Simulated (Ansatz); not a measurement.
Gas-phase reaction R1 → P1 + P2, each structure at its B3LYP-D3(BJ)/def2-TZVP stationary point, reached from a drawn start (curvature not checked).
R1, H3Zr (SMILES [ZrH3]) (charge 0, multiplicity 2):
```json
[
 {"atom": "Zr", "x (Å)": "-0.0013", "y (Å)": "-0.0009", "z (Å)": "-0.2376"},
 {"atom": "H", "x (Å)": "1.8348", "y (Å)": "-0.0096", "z (Å)": "0.0701"},
 {"atom": "H", "x (Å)": "-0.9083", "y (Å)": "1.5942", "z (Å)": "0.0774"},
 {"atom": "H", "x (Å)": "-0.9252", "y (Å)": "-1.5837", "z (Å)": "0.0902"}
]
```
P1, H2Zr (SMILES [ZrH2]) (charge 0, multiplicity 1, Z-matrix in Å and degrees):
```
Zr
H 1 1.8232
H 1 1.8234 2 118.97
```
P2: H atom, charge 0, multiplicity 2.

P less R. No zero-point or thermal terms; singlets are restricted closed shells; open shells are unrestricted; no spin–orbit coupling. The spin states of the d-block species are the ones drawn and need not be the lowest.

Frozen-core correlation throughout.

The values were computed with Ansatz (a first-principles code) with Gaussian orbitals. Each number belongs to the level named beside it. Elements past Kr take the def2 small-core potentials, without spin–orbit coupling.

PBE/def2-TZVPP gives 86.04 kcal/mol for the reaction energy.

Q: How do the other levels lie against it? Give each less PBE: r2SCAN/def2-TZVPP, PBE0/def2-TZVPP, wB97M-V/def2-TZVPP, B2PLYP/def2-TZVPP, MP2/def2-QZVPP, CCSD(T)/def2-TZVPP.

A: r2SCAN/def2-TZVPP 8.12; PBE0/def2-TZVPP 1.46; wB97M-V/def2-TZVPP -2.15; B2PLYP/def2-TZVPP 0.02; MP2/def2-QZVPP -0.25; CCSD(T)/def2-TZVPP -5.36 kcal/mol. 3 of 6 lie above PBE; the widest gap is to r2SCAN/def2-TZVPP.
